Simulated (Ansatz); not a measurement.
# Which is lower?

Two relaxed structures of SiH₃SeO (charge -1), singlet (PBE0-D4/def2-TZVPD; forces vanish, vibrations not checked).

A:

```csv
atom,x (Å),y (Å),z (Å)
O1,-0.9140,-0.4720,-0.7136
Si2,0.2763,0.3569,0.2337
Se3,1.9464,-1.3747,0.7066
H4,-1.6489,-0.6976,-0.1423
H5,1.1413,0.7740,-0.9655
H6,1.5379,-1.6247,2.0970
```

B:

```
6
angstrom
O -1.0880 -0.7892 -0.0586
Si 0.5154 0.0980 0.3508
Se -1.1129 -2.4386 -1.0802
H -1.6716 -0.2014 -0.5435
H 0.7170 0.6476 -1.0728
H -0.3067 1.3433 0.7711
```

Computed with Ansatz 0.2.0 (basis: def2-TZVPPD); correlated methods freeze the cores. Filled d shells of the heavier atoms are correlated. The def2 sets are not built for correlating such inner shells, so the correlated values are less sure here. B3LYP uses VWN-RPA correlation.

Problem. Which structure is lower at CCSD(T), and by how much? (An estimate is asked for; the value comes from the calculation.)

Solution. The calculation gives: A, by 230.7 kJ/mol (electronic energy, against the other). By their contacts, A is SiH₃SeO ([OH][SiH][SeH]), total charge -1 and B is SiH₃SeO ([SiH2][OH][Se]), total charge -1.

All methods give the same order:

| method | E(B) − E(A) (kJ/mol) |
| --- | --- |
| PBE-D4 | 238.1 |
| r2SCAN-D4 | 247.1 |
| PBE0-D4 | 241.2 |
| B3LYP-D4 | 226.1 |
| wB97M-V | 224.6 |
| HF | 217.1 |
| MP2 | 246.7 |
| CCSD | 228.7 |
| CCSD(T) | 230.7 |

No T1 diagnostic of these runs exceeds 0.013.

Labels in which every atom is bracketed show which atoms are joined, not bond orders.

For scale, one of the runs: CCSD(T)/def2-TZVPPD, 196 basis functions, launched by `ansatz run in.yaml --threads 2 --pin off --events-out ev --progress --plain --max-ram 4352MiB`. Time: 64 s of wall clock on 2 CPU threads of an Intel Xeon Platinum 8488C; the host was shared. Peak host memory: 2.2 GiB.
